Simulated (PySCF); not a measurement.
C₈H₁₀S₂Si₂, SMILES c1csc([SiH2][SiH2]c2cccs2)c1 (GFN2-xTB optimised geometry):

```
22

C      2.511    -3.701     0.245
C      1.586    -4.679     0.423
S     -0.011    -4.049     0.463
C      0.563    -2.428     0.237
Si    -0.633    -0.989     0.153
Si     0.611     0.951    -0.004
C     -0.574     2.402     0.000
C     -1.939     2.402     0.000
C     -2.511     3.691     0.000
C     -1.571     4.671     0.000
S      0.022     4.030     0.000
C      1.925    -2.423     0.140
H      3.570    -3.883     0.192
H      1.740    -5.734     0.534
H     -1.491    -1.082     1.345
H     -1.524    -1.244    -0.992
H      1.416     1.065    -1.231
H      1.552     1.172     1.106
H     -2.518     1.494     0.000
H     -3.570     3.879     0.000
H     -1.712     5.734     0.002
H      2.491    -1.519    -0.003
```

Level of theory: PBE0/def2-SVP run with PySCF.

What are the frontier orbital energies and the dipole moment?

HOMO-2 -7.35 eV, HOMO-1 -7.01 eV, HOMO -6.92 eV, LUMO -0.79 eV, LUMO+1 -0.66 eV; dipole moment 0.01 D.

Meta-Löwdin charges at PBE0/def2-SVP: C1 -0.14, C2 -0.23, S3 0.26, C4 -0.33, Si5 0.36, Si6 0.36, C7 -0.33, C8 -0.12, C9 -0.14, C10 -0.23, S11 0.26, C12 -0.12, H13 0.12, H14 0.13, H15 -0.08, H16 -0.08, H17 -0.08, H18 -0.08, H19 0.11, H20 0.12, H21 0.13, H22 0.11.
